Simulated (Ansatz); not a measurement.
System: CH₇GeO₃, charge 1, multiplicity 1. It need not be the lowest isomer of its formula. 
Geometry from a B3LYP-D3(BJ)/def2-TZVP (Ansatz, an electronic-structure program) optimisation:
```xyz
12

C      1.9698    -0.2337     0.0647
Ge     0.0864     0.1256     0.1198
O     -0.7138    -1.2655    -1.1162
O     -0.4580     1.5281    -0.7471
O     -0.9863    -0.3051     1.4278
H      2.3281    -0.0288    -0.9432
H      2.4716     0.4293     0.7689
H      2.1536    -1.2727     0.3307
H     -1.4231    -1.8025    -0.7243
H     -1.2757     1.9395    -0.4355
H     -0.5965    -0.5553     2.2751
H     -0.9776    -0.9856    -2.0084
```
Charge +1, spin multiplicity 1.

Parts of the frozen-core correlation energy in STO-3G (Ansatz, hartree). Frozen orbitals: 18; correlated occupied orbitals by spin: 16 and 16; virtual: 11 and 11. No spin-orbit coupling. No relativistic terms.

```csv
term,value
reference (HF),-2314.66607
MP2 opposite-spin,-0.17511
MP2 same-spin,___
CCSD correlation,___
(T),___
T1 diagnostic,0.014
largest doubles amplitude,0.071
```

Complete the blanks.


- MP2 same-spin, value: -0.02985
- CCSD correlation, value: -0.25738
- (T), value: -0.00614
